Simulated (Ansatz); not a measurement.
AlGeH$_{8}$NSi, one more setting.

```yaml
crystal:
  periodic: [false, false, false]
  atoms:
    - {symbol: N, position_ang: [-1.069710, 0.334270, -0.646963]}
    - {symbol: Si, position_ang: [0.031549, 1.259631, 0.495512]}
    - {symbol: Ge, position_ang: [1.634590, -0.449980, 0.635718]}
    - {symbol: Al, position_ang: [-0.354751, -1.565219, -0.409471]}
    - {symbol: H, position_ang: [-0.952875, 0.646727, -1.627891]}
    - {symbol: H, position_ang: [-2.077719, 0.417483, -0.453302]}
    - {symbol: H, position_ang: [0.227507, 2.658190, -0.120092]}
    - {symbol: H, position_ang: [-0.821255, 1.422874, 1.676618]}
    - {symbol: H, position_ang: [2.133447, -0.601871, 2.129528]}
    - {symbol: H, position_ang: [2.844586, -0.003410, -0.150420]}
    - {symbol: H, position_ang: [-0.158683, -2.123266, -1.875345]}
    - {symbol: H, position_ang: [-1.361170, -2.250930, 0.591444]}
basis:
  gaussian: {orbitals: def2-TZVPD, nuclear_model: gaussian}
magnetization: {spin_polarized: false, initial_magnetization: 2}
hamiltonian: {xc: {name: revPBE}, dispersion: d4}
accuracy: high
output: {forces: true}
```

```sh
$ ansatz run in.yaml --threads 4 --pin off --events-out ev --progress --plain --max-ram 10444MiB
```

Output, abridged:

```
Functional definition: revPBE
  name "revPBE"
  cite "Zhang & Yang, Phys. Rev. Lett. 80, 890 (1998) doi:10.1103/PhysRevLett.80.890"
  cite "Perdew, Burke & Ernzerhof, Phys. Rev. Lett. 77, 3865 (1996) doi:10.1103/PhysRevLett.77.3865"
  parameter kappa = 1.245
  parameter beta = 0.06672455060314922
  exchange = pbe_x(kappa = kappa, mu = beta*pi^2/3)
  correlation = pbe_c(beta = beta)
4260 factors; integrals over basis functions are off by at most 4.6e-9 eV
mean field evaluation 1: about -72593.5556 eV, gradient 7.0e1 eV
mean field evaluation 2: about -72593.5490 eV, gradient 7.0e1 eV
mean field evaluation 4: about -72598.9456 eV, gradient 3.2e1 eV
mean field evaluation 8: about -72603.3160 eV, gradient 1.6e0 eV
mean field evaluation 16: about -72603.3286 eV, gradient 1.7e-2 eV
mean field evaluation 32: about -72603.3286 eV, gradient 2.4e-7 eV
mean field -72603.32862127 eV, -2668.1231145279 hartree, gradient 3.6e-8 eV, S^2 2.000000; 8 other end points of the search recorded, 0 dependent functions left out
the calculation of the forces begins
reference -72603.32862952 eV, -2668.1231148311 hartree; 38, 36 occupied and 211, 213 virtual orbitals, 4260 factors
Total energy: -72604.13423448 eV, -2668.1527202673 hartree
Atom 0 at    -1.069710     0.334270    -0.646963 Å, force    -0.431546    -0.234820    -0.712906 eV/Å
Atom 1 at     0.031549     1.259631     0.495512 Å, force    -0.510112     1.855308    -0.044290 eV/Å
Atom 2 at     1.634590    -0.449980     0.635718 Å, force     1.332390    -0.337846     1.145824 eV/Å
Atom 3 at    -0.354751    -1.565219    -0.409471 Å, force    -0.805441    -0.045762    -0.445616 eV/Å
Atom 4 at    -0.952875     0.646727    -1.627891 Å, force     0.082903    -0.057965     0.084252 eV/Å
Atom 5 at    -2.077719     0.417483    -0.453302 Å, force    -0.244711     0.132606     0.208196 eV/Å
Atom 6 at     0.227507     2.658190    -0.120092 Å, force     0.224837    -0.714533    -0.150320 eV/Å
Atom 7 at    -0.821255     1.422874     1.676618 Å, force    -0.446386    -0.291852     0.538326 eV/Å
Atom 8 at     2.133447    -0.601871     2.129528 Å, force    -0.209007    -0.200841    -0.289303 eV/Å
Atom 9 at     2.844586    -0.003410    -0.150420 Å, force     0.574339    -0.083090    -0.537036 eV/Å
Atom 10 at    -0.158683    -2.123266    -1.875345 Å, force     0.437690    -0.000520    -0.277347 eV/Å
Atom 11 at    -1.361170    -2.250930     0.591444 Å, force    -0.004955    -0.020685     0.480219 eV/Å
Dipole moment:     0.027260     0.233239    -0.101497 e Å
```

Run time 45 s (4 threads of an Arm Neoverse V2 on a shared host); peak host memory 2 GiB.
